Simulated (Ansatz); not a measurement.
Relaxation of a periodic cell of 17 atoms, LiBe₁₆ (host Be, host structure hcp, interstitial Li), to a largest force component of 0.03 eV/Å in at most 60 steps.

Theory: Ansatz, DFT PBE, scalar-relativistic, plane waves, PAW. Settings: cutoff 420 eV, k mesh 5x5x3, fermi-dirac smearing 0.15 eV, no spin polarisation.

```xyz
17
Lattice="-2.2900 -3.9664 0.0000 3.4350 -1.9832 0.0000 0.0000 0.0000 7.1769" Properties=species:S:1:pos:R:3
Be 0.000 -3.966 0.000
Be 0.000 -2.644 1.794
Be 0.000 -3.966 3.588
Be 0.000 -2.644 5.383
Be -1.145 -1.983 0.000
Be 2.290 -2.644 1.794
Be -1.145 -1.983 3.588
Be 2.290 -2.644 5.383
Be 1.145 -1.983 0.000
Be 1.145 -0.661 1.794
Be 1.145 -1.983 3.588
Be 1.145 -0.661 5.383
Be 0.000 0.000 0.000
Be 1.145 -4.627 1.794
Be 0.000 0.000 3.588
Be 1.145 -4.627 5.383
Li -1.155 -3.291 2.633
```

Question: Where does it end, and by what steps?

Answer: The run converged. Limits of this set-up: coarse k mesh. After 13 steps the energy has fallen by 4.651 eV; Be2 moved furthest, 1.13 Å.

| step | energy less start (eV) | largest force component (eV/Å) | accepted |
| --- | --- | --- | --- |
| 0 | 0.0000 | 4.164 | yes |
| 1 | -1.9958 | 2.678 | yes |
| 2 | -3.6237 | 0.570 | yes |
| 3 | -3.7186 | 0.702 | yes |
| 4 | -3.9253 | 0.366 | yes |
| 5 | -3.9908 | 0.552 | yes |
| 6 | -4.1415 | 0.701 | yes |
| 7 | -4.3167 | 0.739 | yes |
| 8 | -4.5192 | 0.195 | yes |
| 9 | -4.5842 | 0.139 | yes |
| 10 | -4.6272 | 0.133 | yes |
| 11 | -4.6475 | 0.100 | yes |
| 12 | -4.6395 | 0.204 | no |
| 13 | -4.6510 | 0.020 | yes |

```xyz
17
Lattice="-2.2900 -3.9664 0.0000 3.4350 -1.9832 0.0000 0.0000 0.0000 7.1769" Properties=species:S:1:pos:R:3
Be -0.088 -3.969 0.019
Be 1.085 -2.956 1.844
Be -0.089 -3.970 3.669
Be -0.197 -2.621 5.433
Be -1.395 -1.869 0.023
Be 2.894 -2.872 1.842
Be -1.395 -1.869 3.664
Be 2.136 -2.595 5.432
Be 0.882 -1.911 0.026
Be 1.260 -0.903 1.844
Be 0.881 -1.912 3.663
Be 1.022 -0.649 5.432
Be -0.031 0.055 0.014
Be 0.822 -4.836 1.843
Be -0.032 0.055 3.672
Be 0.997 -4.602 5.432
Li -0.748 -2.885 1.844
```

The run took 3.5 min on 1 thread of Arm Neoverse V1 (shared host), peak memory 0.41 GiB.
